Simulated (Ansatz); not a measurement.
Ideal-gas functions of Br$_{2}$HInS (`[SH][In]([Br])[Br]`) at 400 K and 1 bar, from an Ansatz frequency run at PBE0-D4/def2-TZVP.

Molar mass 307.7 g/mol, point group Cs (symmetry number 1), electronic degeneracy 1, moments of inertia 386.927, 707.433, 1094.361 u Å². Harmonic wavenumbers (cm⁻¹, unscaled): 63, 70, 85, 231, 243, 279, 371, 695, 2706.

Use S(trans) = R[1.5 ln M + 2.5 ln T − 1.1517]; rotational temperatures θ = 24.2544 K / I; S(rot) = R[ln(√π/σ · √(T³/θAθBθC)) + 1.5]; for each mode x = 1.438777 ν̃/T, S = R[x/(eˣ − 1) − ln(1 − e⁻ˣ)] and H = RT x/(eˣ − 1); 1 cm⁻¹ = 0.0119627 kJ/mol; R = 8.31446 J/(mol·K).

**Question.** By hand: the entropy, in J/(mol·K).

**Answer.** Translation 186.4. Rotation: θ = 0.0627, 0.0343, 0.0222 K, giving 133.3. Vibration, mode by mode: 20.68, 19.80, 18.20, 10.09, 9.69, 8.63, 6.51, 2.57, 0.01, in all 96.2. Electronic 0.0. Sum 415.9 J/(mol·K).

**Question.** By hand: H − E and G − E in kJ/mol, counted from the electronic energy.

**Answer.** Zero-point energy ½ × 4743 × 0.0119627 = 28.4; thermal vibration 17.2; translation, rotation and pV give 4 RT = 13.3. H − E = 58.9 kJ/mol, and G − E = 58.9 − 400 × 415.9/1000 = -107.5 kJ/mol.

Vibration gives 23 % of the entropy, 58.7 J/(mol·K) of it from the modes under 150 cm⁻¹: soft modes count most, and the harmonic formula is weakest for them. The sum counts one conformer and one mirror image; others add a mixing term.
